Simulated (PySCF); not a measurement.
Compound: C3H7FOSi.
Cartesian coordinates in Å at the PBE0-D3(BJ)/def2-SVP level; atoms count from 1:
```xyz
13
C3H7FOSi angstrom
C      1.8532    0.8036    0.1377
O      0.8285    0.2018    0.9025
C     -0.4104    0.2826    0.3506
F     -0.8687    1.5754    0.3027
C     -0.6956   -0.4910   -0.9332
Si    -1.6570   -1.1017    0.5666
H      1.9717    0.3114   -0.8438
H      2.7845    0.6940    0.7074
H      1.6512    1.8742   -0.0248
H     -1.2331    0.0620   -1.7120
H      0.1261   -1.1063   -1.3182
H     -1.2490   -2.3766    1.2053
H     -3.0959   -0.7523    0.6501
```

Definitions: NICS(0) = −σiso at the ring centroid; NICS(1) = −σiso and NICS(1)zz = −σzz at ±1 Å along the ring normal z. Level: GIAO PBE0/pcSseg-1 (PySCF, non-relativistic, gas phase) on the PBE0-D3(BJ)/def2-SVP geometry, one conformer.

Ring bond lengths (Å), with Mayer bond orders in brackets: C3–C5 1.526 (0.89), C5–Si6 1.883 (0.92), Si6–C3 1.875 (0.91).

Problem. Give the NICS values of each ring in ppm.

Solution. 
```
     ring                                              type  NICS(0)  NICS(1), two faces  NICS(1)zz, two faces  rms pucker (Å)  centre to ring atoms, mean (Å)
C3–C5–Si6  3-membered ring with Si; formal bonds all single    -20.1         -6.9 / -6.2         -11.8 / -10.8            0.00                            1.02
```

Problem. What do they say, and how far can they be read as aromaticity?

Solution. 
- C3–C5–Si6: mean NICS(1)zz -11.3 ppm, shielded. C3, C5, Si6 have four or more neighbours, so the value isn't read as a sign of a π ring current. NICS(0) lies 14 ppm below the mean NICS(1).

Problem. What is the mean of the two in-plane components of NICS at the first NICS(1) probe listed for ring C3–C5–Si6, 1 Å off the ring?

Solution. The isotropic value is a third of the trace: (3 × -6.9 − (-11.8))/2 = -4.5 ppm.

Problem. List the ring angles and the Hirshfeld charges of the ring atoms.

Solution. 
- C3–C5–Si6: C3 66.3° (+0.068 e), C5 65.8° (-0.188 e), Si6 47.9° (+0.300 e); sum 180.0° against 180° for a flat convex ring.

Problem. How do the values depend on the level or the medium?

Solution. 
```csv
level,"NICS(0), C3–C5–Si6","mean NICS(1)zz, C3–C5–Si6"
"PBE0/pcSseg-1, gas",-20.1,-11.3
"wB97X-D/pcSseg-2, gas",-19.7,-11.6
```

The geometry is the same throughout.
